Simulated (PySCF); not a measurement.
**Electric field gradients and quadrupole coupling constants**

C5H5NO2.
Structure used (GFN2-xTB), in Å, numbered top down from 1:
```
atom  x, y, z in Å
C1     3.0558   -0.3954    0.3122
N2     1.6483   -0.5683    0.2150
C3     0.9403    0.2886   -0.3775
C4    -0.4586    0.1563   -0.4933
C5    -1.6607    0.1132   -0.6016
C6    -3.0830    0.0217   -0.7953
O7    -3.6090   -0.3032   -1.8263
O8    -3.7562    0.3483    0.3146
H9     3.5350   -1.2569   -0.1558
H10    3.4272    0.5299   -0.1508
H11    3.3234   -0.4097    1.3700
H12    1.3440    1.2009   -0.8484
H13   -4.7109    0.2751    0.1583
```

Field gradients from the B3LYP/pcJ-1 density (PySCF, non-relativistic), principal values in atomic units, ordered |Vxx| ≤ |Vyy| ≤ |Vzz|:

```json
{"atom": "N2", "Vxx": "0.3441", "Vyy": "0.8502", "Vzz": "-1.1943"}
{"atom": "O7", "Vxx": "0.6731", "Vyy": "0.9149", "Vzz": "-1.5880"}
{"atom": "O8", "Vxx": "-0.4474", "Vyy": "-1.1965", "Vzz": "1.6439"}
```

Problem. Find the asymmetry η = (Vxx − Vyy)/Vzz and the couplings χ = eQV/h (234.96 MHz × Q in barn × V in au), with Q(14N) = 0.02044 b, Q(17O) = −0.0256 b.

Solution. 
| atom | environment | nucleus | η | χzz (MHz) | χxx (MHz) | χyy (MHz) |
| --- | --- | --- | --- | --- | --- | --- |
| N2 | imine nitrogen | 14N | 0.42 | -5.74 | 1.65 | 4.08 |
| O7 | acid carbonyl oxygen | 17O | 0.15 | 9.55 | -4.05 | -5.50 |
| O8 | acid hydroxyl oxygen | 17O | 0.46 | -9.89 | 2.69 | 7.20 |

The tensor is traceless: Vxx + Vyy + Vzz = 0.

Problem. What is Vzz at O7 in SI units (1 au = 9.71736 × 10²¹ V/m²)?

Solution. -1.5880 au = -15.431 × 10²¹ V/m².

Problem. And the gradient at the other heavy atoms, for which no coupling is worked out here?

Solution. 
| atom | environment | Vzz (au) | η |
| --- | --- | --- | --- |
| C1 | N-methyl carbon | 0.224 | 0.01 |
| C3 | imine carbon | 0.230 | 0.37 |
| C4 | alkyne carbon | -0.313 | 0.64 |
| C5 | alkyne carbon | -0.209 | 0.54 |
| C6 | carboxylic acid carbon | -0.297 | 0.98 |

Were the hydrogens deuterons (Q(2H) = 0.00286 b), χzz would run from 181 kHz (H12) to 282 kHz (H13).

The structure is a single GFN2-xTB conformer in the gas phase; no vibrational or solvent corrections. GFN2-xTB bond lengths can be off by several hundredths of an ångström, more for odd bonds, and the gradients follow them. The small basis limits the accuracy of the gradients.
